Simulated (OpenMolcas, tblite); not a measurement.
# SnNH4F (SMILES [NH2][SnH2][F]): methods side by side

The species is SnNH4F (7 atoms), meant as a singlet with charge 0. As SMILES, `[NH2][SnH2][F]`. The coordinates come from a PBE0-D4/def2-TZVP relaxation. This is one conformer, not always the lowest.

```
atom    x (Å)    y (Å)    z (Å)
   N  -0.8246   0.0883  -0.9430
  Sn   0.4977  -0.0651   0.5429
   F   0.2339  -1.8275   1.2724
   H  -1.5842   0.7414  -0.8296
   H  -0.4695   0.1255  -1.8857
   H   0.1131   0.9711   1.8338
   H   2.0949  -0.1018  -0.0366
```

Quantity: the electronic atomisation energy, in eV. The values are calculated. Electronic energies at fixed atoms, without zero-point motion or spin-orbit coupling.

```csv
level,kind,program,value (eV),less CCSD(T)/def2-SVP
GFN2-xTB,semi-empirical,tblite,18.28,-0.78
GFN1-xTB,semi-empirical,tblite,23.12,+4.06
HF/def2-SVP (core potential),Hartree–Fock,OpenMolcas,13.39,-5.67
SVWN5/def2-SVP (core potential),LDA,OpenMolcas,23.84,+4.78
PBE/def2-SVP (core potential),GGA,OpenMolcas,20.69,+1.63
M06-L/def2-SVP (core potential),meta-GGA,OpenMolcas,20.58,+1.52
r2SCAN/def2-SVP (core potential),meta-GGA,OpenMolcas,20.30,+1.24
M06-2X/def2-SVP (core potential),hybrid meta-GGA,OpenMolcas,20.05,+0.99
CCSD(T)/def2-SVP (core potential),coupled cluster or CI,OpenMolcas,19.06,0.00
```

CCSD(T)/def2-SVP (core potential) is the highest level here, not the true value. The values span 13.39 to 23.84 eV. In the correlated wave-function rows the outer d shell of Sn is correlated, in sets not made for it.
